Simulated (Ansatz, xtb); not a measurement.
# Relative energy of two isomers of C2H3Ga

Structure X is `C=[CH][Ga]`, a singlet and structure Y is `C#[C][GaH2]`, a singlet. Both are isolated molecules in the gas phase, relaxed with PBE-D3(BJ)/def2-SVP.

X (Å):

```xyz
6

C    -1.4969    0.6936    1.8379
C    -0.8872    0.3460    0.6803
Ga   -0.6035   -0.2478    3.4215
H    -0.0259   -0.3583    0.6643
H    -1.1797    0.7178   -0.3215
H    -2.3484    1.3995    1.7805
```

Y (Å):

```xyz
6

C    -1.3858   -0.1027    1.3487
C    -1.9629   -1.1917    1.3203
Ga   -0.4862    1.5957    1.3931
H    -2.4699   -2.1484    1.2953
H     1.0799    1.6061    1.2523
H    -1.3612    2.8904    1.5681
```

Quicker runs give these differences E(Y) − E(X): GFN2-xTB +1.256 eV; HF/STO-3G −0.734 eV (at GFN2-xTB geometries); r2SCAN-D4/def2-SVP +0.907 eV (at GFN2-xTB geometries).

**Question.** Estimate E(Y) − E(X) at the level CCSD(T)/def2-TZVPP.

**Answer.** Calculated at CCSD(T)/def2-TZVPP: E(Y) − E(X) = +0.774 eV, so structure X lies lower.

How the difference moves with the method:

```json
{"level": "GFN2-xTB", "geometry": "GFN2-xTB", "E(Y) − E(X) (eV)": "+1.256", "departure from the last row (eV)": "+0.482", "job, with rough time for the two": "optimisation, 0.14 s"}
{"level": "HF/STO-3G", "geometry": "GFN2-xTB", "E(Y) − E(X) (eV)": "−0.734", "departure from the last row (eV)": "−1.509", "job, with rough time for the two": "single point, 0.46 s"}
{"level": "r2SCAN-D4/def2-SVP", "geometry": "GFN2-xTB", "E(Y) − E(X) (eV)": "+0.907", "departure from the last row (eV)": "+0.133", "job, with rough time for the two": "single point, 1.6 s"}
{"level": "PBE-D3(BJ)/def2-SVP", "geometry": "PBE-D3(BJ)/def2-SVP", "E(Y) − E(X) (eV)": "+1.163", "departure from the last row (eV)": "+0.389", "job, with rough time for the two": "optimisation, 7.5 s"}
{"level": "HF/def2-TZVPP", "geometry": "PBE-D3(BJ)/def2-SVP", "E(Y) − E(X) (eV)": "+0.830", "departure from the last row (eV)": "+0.055", "job, with rough time for the two": "part of the CCSD(T) run"}
{"level": "MP2/def2-TZVPP", "geometry": "PBE-D3(BJ)/def2-SVP", "E(Y) − E(X) (eV)": "+0.611", "departure from the last row (eV)": "−0.163", "job, with rough time for the two": "part of the CCSD(T) run"}
{"level": "CCSD(T)/def2-TZVPP", "geometry": "PBE-D3(BJ)/def2-SVP", "E(Y) − E(X) (eV)": "+0.774", "departure from the last row (eV)": "", "job, with rough time for the two": "single point, 29 s"}
```

As drawn, Y has 1 C≡C, 2 Ga–H in place of 1 C=C, 2 C–H.

HF/STO-3G puts the two in the other order. The largest departure from CCSD(T)/def2-TZVPP is that of HF/STO-3G, 1.509 eV.

With harmonic frequencies from PBE-D3(BJ)/def2-SVP (ideal gas, rigid rotor, one conformer each, 600 K, 1 atm): the zero-point term adds −0.220 eV; ΔH is +0.609 and ΔG +0.582 eV.

The correlated steps freeze 11 core orbitals; the filled d shell of Ga is correlated, in a basis made for valence electrons. Codes used: Ansatz 0.2.0, xtb 6.7.1; the last row on 1 thread of Intel(R) Xeon(R) 6975P-C (Granite Rapids) on a shared host.
